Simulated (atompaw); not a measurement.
**Before and after: PAW (atompaw) potential for Ga**

Ga, PAW, made with atompaw 4.2.0.5 (PBE, scalar-relativistic). Core [Ar] 3d10, reference 4s2 4p1. Waves: 4s (bound): rc 1.95 bohr; 4s channel at 1.05 Ry: rc 1.95 bohr; 4p (bound): rc 1.95 bohr; 4p channel at 0.2 Ry: rc 1.95 bohr; 4d channel at 0.15 Ry: rc 1.35 bohr; 4d channel at 0.95 Ry: rc 1.35 bohr. Local part: troulliermartins scheme with l = 3 at -0.5 Ry, radius 1.95 bohr. Core correction: smooth core density matched at 1.15 bohr. Augmentation charge: besselshape compensation charge, radius 1.50 bohr; PAW radius 1.95 bohr; waves and projectors: custom polynom2 7 10 vanderbiltortho.

Change: wave 4s (bound): rc 1.95 bohr becomes 4s (bound): rc 1.58 bohr.

Cutoffs: the cutoffs (Ry, on a coarse ladder) from which the occupation-weighted sum of valence levels, in a spherical-Bessel basis at the reference potential, stays within 10 and 1 mRy of its value at 400 Ry; they do not see the model core or the augmentation charge, which bear on the density cutoff.

Task: What does the change do?

Result: The potential gets harder (15 Ry and 18 Ry → 15 Ry and 21 Ry); the bound ghosts move from d, p, s to d, p; the range in which the s phases agree narrows (upper end at the end of the scan → 3.1).

| quantity | base | changed |
| --- | --- | --- |
| cutoff, loose | 15 Ry | 15 Ry |
| cutoff, tight | 18 Ry | 21 Ry |
| loose cutoff by channel (10 mRy a level) | s 15 Ry, p 6 Ry | s 12 Ry, p 6 Ry |
| bound ghosts | s, p, d | p, d |
| s: phases at 1.95 bohr within 0.05 rad from the reference energy up to (Ry; the scan ends near 5) | to the end of the scan | 3.1 |
| p: phases at 1.95 bohr within 0.05 rad from the reference energy up to (Ry; the scan ends near 5) | to the end of the scan | to the end of the scan |
| d: phases at 1.95 bohr within 0.05 rad from the reference energy up to (Ry; the scan ends near 5) | to the end of the scan | to the end of the scan |
| lowest overlap eigenvalue by channel | s 0.01, p 0.45, d 0.91 | s 0.07, p 0.45, d 0.91 |

 A true bound ghost makes a file unfit for plane-wave use even where its test errors are small: the radial tests pick states by their node count and pass the ghost by. The cutoffs see the waves, projectors and local potential, not the compensation charge or the core.
